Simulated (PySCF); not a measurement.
H₂O, SMILES [OH2+], charge +1, multiplicity 2.

Geometry optimised at PBE0-D3(BJ)/def2-TZVPD.

Two levels are set side by side: PBE/def2-TZVPD (PySCF) and r2SCAN/def2-TZVPD (PySCF). Same geometry, gas phase. Differences are taken from unrounded values.

| quantity | r2SCAN |
|---|---|
| α-spin orbital gap (eV) | 14.14 |
| β-spin orbital gap (eV) | 4.31 |
| mean polarisability (bohr³) | 5.3 |

Q: What does PBE give, and how far is it from r2SCAN? (An estimate is asked for; the answer gives what the named calculation found.)

A: 
```tsv
quantity	PBE	PBE minus r2SCAN
α-spin orbital gap (eV)	12.64	-1.50
β-spin orbital gap (eV)	2.76	-1.55
mean polarisability (bohr³)	5.4	0.1
```

Rough cost on one machine, each run with all the roots and properties that it gave: r2SCAN against PBE about 4 times.
